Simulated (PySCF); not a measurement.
Calculation: B3LYP-D3(BJ)/def2-TZVP in PySCF. Isolated molecules, 0 K electronic values unless said otherwise. B3LYP has the VWN-RPA correlation part, as in Gaussian. 

Reference species (SMILES): `C=[SiH]C` (neutral, multiplicity 1).

```json
{
  "HOMO–LUMO gap": "5.18 eV",
  "HOMO": "-6.02 eV"
}
```

Changed species: `C1C[SiH2]1`.

Problem. Predict the effect on the HOMO–LUMO gap and HOMO.

Solution. the HOMO–LUMO gap goes up by 1.62 eV, to 6.80 eV; the HOMO falls by 0.71 eV, to -6.73 eV.
